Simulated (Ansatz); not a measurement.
Single points on Mg4Zn2⁺.

```yaml
crystal:
  periodic: [false, false, false]
  atoms:
    - {symbol: Mg, position_ang: [-2.020906, -0.131175, -0.717970]}
    - {symbol: Mg, position_ang: [-0.554810, 1.402351, 1.536246]}
    - {symbol: Mg, position_ang: [0.694519, 1.398664, -1.407941]}
    - {symbol: Mg, position_ang: [2.905806, -0.689827, -1.432503]}
    - {symbol: Zn, position_ang: [0.515486, -0.852816, 0.244965]}
    - {symbol: Zn, position_ang: [-1.540095, -1.127186, 1.777203]}
basis:
  gaussian: {orbitals: def2-TZVP, initial_orbitals: start.molden}
total_charge: 1
magnetization: {spin_polarized: true, initial_magnetization: 1}
correlation: {method: mp2, frozen_orbitals: {Mg: 1, Zn: 9}}
scf: {omitted_lower_state_checks: [starts]}
output: {orbitals: {seedname: orbitals}}
```

The file start.molden holds the orbitals of an earlier run on this structure, at another level or in another basis.

```sh
$ ansatz run in.yaml --threads 4 --pin off --events-out ev --progress --plain --max-ram 4787MiB
```

Output, abridged:

```
Functional definition: HF
  name "HF"
  cite "Fock, Z. Phys. 61, 126 (1930) doi:10.1007/BF01340294"
  parent pbe
  exchange = exact_x
  correlation = 0
these checks for a lower state are left out or cut short: starts
1938 factors; integrals over basis functions are off by at most 3.8e-4 eV
mean field evaluation 1: about -118472.1064 eV, gradient 2.7e1 eV
mean field evaluation 2: about -118473.4241 eV, gradient 1.8e0 eV
mean field evaluation 4: about -118473.5042 eV, gradient 1.1e0 eV
mean field evaluation 8: about -118473.5696 eV, gradient 1.7e-1 eV
mean field evaluation 16: about -118473.5719 eV, gradient 2.1e-6 eV
mean field -118473.57192000 eV, -4353.8234637888 hartree, gradient 2.1e-6 eV, S^2 1.250561; 0 other end points of the search recorded, 0 dependent functions left out
22 core orbitals not correlated: weight in the atoms' cores, before any rotation towards them, 1.000 or more for the frozen orbitals, at most 0.000 for the correlated occupied ones
reference -118473.57192000 eV, -4353.8234637888 hartree; 32, 31 occupied and 170, 171 virtual orbitals, 1938 factors
second order -44.09479991 eV of doubles, -0.00000000 eV of singles
Total energy: -118517.66671991 eV, -4355.4439177969 hartree
Checks for a lower state left out: starts
```

It took 19 s on 4 threads of Intel Xeon 6975P-C on a shared host, peak host memory 1 GiB.

The first input with `gaussian: {orbitals: def2-SVP, initial_orbitals: start.molden}`, `hamiltonian: {xc: pbe0}` and without the key `correlation` (abridged; 7.5 s):

```
Functional definition: PBE0
mean field -118565.80328529 eV, -4357.2129039466 hartree, gradient 2.3e-5 eV, S^2 0.781447
Total energy: -118565.80332490 eV, -4357.2129054020 hartree
Checks for a lower state left out: starts
```

The first input with `hamiltonian: {xc: {name: BHLYP}}` and without the key `correlation` (abridged; 12 s):

```
Functional definition: BHLYP
mean field -118609.26947288 eV, -4358.8102568781 hartree, gradient 2.4e-5 eV, S^2 0.791879
Total energy: -118609.26964503 eV, -4358.8102632043 hartree
Checks for a lower state left out: starts
```

First input, but with `gaussian: {orbitals: def2-SVP, initial_orbitals: start.molden}`, `hamiltonian: {xc: pbe}` and without the key `correlation` (abridged; 3 s):

```
Functional definition: PBE
mean field -118562.79991739 eV, -4357.1025322119 hartree, gradient 1.7e-5 eV, S^2 0.763927
Total energy: -118562.79997121 eV, -4357.1025341896 hartree
Checks for a lower state left out: starts
```

Geometry: r2SCAN/def2-SVP.

Correlated methods freeze 22 core orbitals; core or outer-core shells of Mg are correlated, in sets that lack core-valence functions. At MP2/def2-TZVP the charge 1 doublet is spin-contaminated (final ⟨S²⟩ up to 1.25, 0.75 for a pure state). Another isomer (doublet) lies 0.24 eV lower at PBE0/def2-TZVP; other spin states weren't run for this one.
